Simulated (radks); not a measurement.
Results of a calculation; reference values are marked as such.
Spherical jellium clusters: N electrons in a uniform positive sphere of charge N and radius rs N^(1/3), rs = 2.84 bohr. Level of theory: non-relativistic Kohn-Sham, LDA (Slater exchange, Perdew-Wang correlation), spin-polarised, spherical densities (a radial shooting solver with Libxc functionals). Levels are named by radial order and angular momentum (1s, 1p, 1d, 2s, ...), and open shells are averaged over m.

N = 9, configuration 1s2 1p6 1d(up 1, down 0). This is the lowest configuration that the search found. Occupied and some empty levels:

level    occupation  eigenvalue (eV)  <r> (bohr)
1s up             1          -6.9408       3.928
1s down           1          -6.8157       3.885
1p up             3          -4.6635       4.939
1p down           3          -4.4906       4.923
1d up             1          -2.1434       6.032
1d down           0          -1.9588       6.064
2s up             0          -1.7879       6.461
2s down           0          -1.6752       6.535
2p up             0         -0.34307       10.60
2p down           0         -0.27819       11.01

Energy (eV): total -12.6361, kinetic 27.004, external -427.82, Hartree 205.53, exchange-correlation -41.216, background 223.87.
